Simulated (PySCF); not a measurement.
These are PBE-D3(BJ)/def2-TZVP // B3LYP-D3(BJ)/def2-TZVP (PySCF 2.14.0) values and carry that method's errors. Isolated molecules, 0 K electronic values unless said otherwise. One relaxed conformer stands for a flexible species; it need not be the lowest. 

Reference species (SMILES): `C[N+]C` (triplet; the order of the spin states depends on the level) (charge +1, multiplicity 3).

```yaml
highest_occupied_spin_orbital: -13.13 eV
```

Changed species: `S[N+]C` (excited triplet; C–N–S–H torsion 106°) (X = mercapto, multiplicity 3; the reference has X = methyl, multiplicity 3).

Q: What does the change do to the highest occupied spin orbital?

A: the highest occupied spin orbital increases by 0.77 eV, to -12.36 eV.
